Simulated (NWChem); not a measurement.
GeSiH₄Cl₂; SMILES [GeH]([Cl])([Cl])[SiH3]

All runs: NWChem. Pople sets run with spherical d functions. The geometry was optimised at PBE-D3(BJ)/def2-SVP. Ions are spin-unrestricted doublets at the neutral geometry; other ion states weren't tried.

| level | vertical ionisation energy, ΔSCF (eV) | −ε(HOMO) (eV) | ΔSCF minus −ε(HOMO) (eV) |
|---|---|---|---|
| B3LYP/6-31G* | 10.15 | 8.06 | 2.09 |
| PBE/6-31G* | 9.79 | 7.07 | 2.72 |
| PBE0/6-31G* | 10.25 | 8.34 | 1.91 |
| CAM-B3LYP/6-31G* | 10.45 | 9.57 | 0.88 |
| LDA (Slater exchange, VWN5)/6-31G* | [?] | [?] | [?] |

**Question.** What belongs in the gaps?

**Answer.** 
- LDA (Slater exchange, VWN5)/6-31G*, vertical ionisation energy, ΔSCF (eV): 9.88
- LDA (Slater exchange, VWN5)/6-31G*, −ε(HOMO) (eV): 7.14
- LDA (Slater exchange, VWN5)/6-31G*, ΔSCF minus −ε(HOMO) (eV): 2.74
